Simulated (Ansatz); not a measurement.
## Worked example: the barrier

An elementary step of Si$_{2}$H$_{7}$O$_{2}$F$_{3}$, closed shell (Si₂H₄OF₂ ([OH][Si]([F])([F])[SiH3]) + H₂O + HF → SiHOF₃ ([OH][Si]([F])([F])[F]) + SiH₄ + H₂O; bonds formed: Si1–F7, Si2–H8, H6–O9; bonds broken: Si1–Si2, H6–F7, H8–O9). “Start” is the structure reached by relaxing down from the saddle towards the reactants; PBE0-D4/def2-TZVP structures. The saddle:

```json
{"atom": "Si1", "x (Å)": "-0.8552", "y (Å)": "0.4036", "z (Å)": "-0.5394"}
{"atom": "Si2", "x (Å)": "1.3260", "y (Å)": "-0.8535", "z (Å)": "-0.6979"}
{"atom": "F3", "x (Å)": "-1.1938", "y (Å)": "-0.7750", "z (Å)": "-1.6136"}
{"atom": "F4", "x (Å)": "-2.0021", "y (Å)": "-0.0165", "z (Å)": "0.5289"}
{"atom": "O5", "x (Å)": "-1.1585", "y (Å)": "1.6292", "z (Å)": "-1.5721"}
{"atom": "H6", "x (Å)": "0.0471", "y (Å)": "0.5142", "z (Å)": "1.9433"}
{"atom": "F7", "x (Å)": "-0.1477", "y (Å)": "1.4813", "z (Å)": "0.6406"}
{"atom": "H8", "x (Å)": "0.3341", "y (Å)": "-0.6740", "z (Å)": "0.9748"}
{"atom": "O9", "x (Å)": "0.1290", "y (Å)": "-0.4696", "z (Å)": "2.1038"}
{"atom": "H10", "x (Å)": "2.5095", "y (Å)": "-0.6785", "z (Å)": "0.1956"}
{"atom": "H11", "x (Å)": "1.1978", "y (Å)": "-2.2786", "z (Å)": "-1.0807"}
{"atom": "H12", "x (Å)": "1.5678", "y (Å)": "-0.0101", "z (Å)": "-1.9005"}
{"atom": "H13", "x (Å)": "-0.9667", "y (Å)": "2.4971", "z (Å)": "-1.2125"}
{"atom": "H14", "x (Å)": "-0.7874", "y (Å)": "-0.7694", "z (Å)": "2.2295"}
```

Computed with Ansatz 0.2.0 (basis: def2-TZVPP and def2-QZVPP); correlated methods freeze the cores.

Energies in eV:

| quantity | saddle | start |
| --- | --- | --- |
| Hartree–Fock, triple zeta (X = 3) | -28036.77742 | -28039.42962 |
| Hartree–Fock, quadruple zeta (X = 4) | -28037.86882 | -28040.52179 |
| MP2 correlation, X = 3 | -42.20151 | -41.39202 |
| MP2 correlation, X = 4 | -45.92431 | -45.09019 |
| CCSD(T) correlation, X = 3 | -44.45032 | -43.67193 |

Q: Work out the barrier at the basis limit: extrapolate Hartree–Fock as E(X) = E∞ + A exp(−7.88 √X) and the MP2 correlation as E(X) = E∞ + B X^−2.97 (the exponents that Neese and Valeev fitted for def2-TZVPP and QZVPP), then add CCSD(T) − MP2 in triple zeta.

A: Each step is linear, so take the differences first (saddle − start): Hartree–Fock 2.65220 (X = 3) and 2.65297 (X = 4); MP2 correlation -0.80949 and -0.83412; CCSD(T) correlation -0.77839.
Two points give E∞ = E(4) + w [E(4) − E(3)], with w = 1/(exp(7.88 (2 − √3)) − 1) = 0.1377 for Hartree–Fock and w = 1/((4/3)^2.97 − 1) = 0.7407 for the correlation.
Hartree–Fock: 2.65297 + 0.1377 × 0.00077 = 2.6531 eV.
MP2 correlation: -0.83412 + 0.7407 × (-0.02463) = -0.8524 eV.
CCSD(T) − MP2: -0.77839 − (-0.80949) = 0.0311 eV.
Sum: 2.6531 + (-0.8524) + 0.0311 = 1.8318 eV, or 42.24 kcal/mol. Plain CCSD(T) in triple zeta gives 1.8738 eV, so the larger basis shifts the result by -0.0420 eV.

T1 diagnostic: at most 0.013.

Labels in which every atom is bracketed show which atoms are joined, not bond orders.

For scale, one of the runs: CCSD(T)/def2-TZVPP, 337 basis functions, launched by `ansatz run in.yaml --threads 4 --pin off --events-out ev --progress --plain --max-ram 66560MiB --backend cuda --devices 0, --max-vram 37GiB`. Time: 17 s of wall clock on 4 CPU threads of an AMD EPYC 7R13 and a share of one NVIDIA H100; the host was shared. Peak host memory: 0.84 GiB.
